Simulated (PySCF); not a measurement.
# Core-level binding energies of n-GeSiGeSiH10

n-GeSiGeSiH10.
Z-matrix (Å and degrees, PBE0-D3(BJ)/def2-SVP geometry), rows numbered from 1:
```
Ge
Si  1  2.3836
Ge  2  2.3834  1  109.38
Si  3  2.3822  2  108.35  1   -58.00
H   1  1.5409  2  109.59  3    64.18
H   1  1.5395  2  111.43  3  -175.57
H   1  1.5404  2  110.23  3   -54.83
H   2  1.4971  1  109.06  3  -118.99
H   2  1.4968  1  110.09  3   122.24
H   3  1.5424  2  109.35  1    61.36
H   3  1.5420  2  110.87  1  -179.27
H   4  1.4954  3  109.28  2    64.41
H   4  1.4948  3  111.53  2  -175.18
H   4  1.4949  3  109.56  2   -54.46
```

Theory: PySCF, delta-SCF UKS SCAN, pcX-2 on the ionised atom, pcseg-1 elsewhere, spin-free X2C. These are vertical core ionisation energies against the vacuum level, from separate self-consistent calculations with and without the core hole.

Task: What binding energy does each computed site have?

Result: 
```tsv
atom(s)	environment	level	binding energy (eV)	2p1/2 (eV)	above the level's lowest (eV)	count
Si4	silicon bonded to Ge and 3 H	Si 1s	1846.23	–	+0.28	1
Si2	silicon bonded to 2 Ge and 2 H	Si 1s	1845.95	–	0.00	1
Si4	silicon bonded to Ge and 3 H	Si 2p3/2	106.51	107.13	+0.28	1
Si2	silicon bonded to 2 Ge and 2 H	Si 2p3/2	106.23	106.85	0.00	1
```

The listed Si 1s values span 0.28 eV, from Si2 (bonded to 2 H and 2 Ge) to Si4 (bonded to 3 H and Ge).

Lowest listed Si 2p3/2: Si2, bonded to 2 H and 2 Ge. Highest, 0.28 eV above it: Si4, bonded to 3 H and Ge.

Task: Which photon energy gives electrons from Si 2p3/2 of Si4 a kinetic energy of 100 eV, and what is their de Broglie wavelength?

Result: hν = 106.51 + 100 = 206.51 eV, recoil neglected; λ = 12.264 Å/√(E/eV) = 1.23 Å.

The 2p values aren't plain energy differences: one relaxed spin-free 2p hole is combined with a matrix within the shell (ground-state 2p orbital-energy differences and spin–orbit coupling). 2p3/2, the mean of its two sublevels, lies a third of the splitting below the shell's mean and 2p1/2 two thirds above it; the statistical areas are 2:1. 2p1/2 minus 2p3/2 (ligand field included): Si 0.62 eV. No level of germanium is listed. Geometry: PBE0-D3(BJ)/def2-SVP, one conformer, isolated molecule.
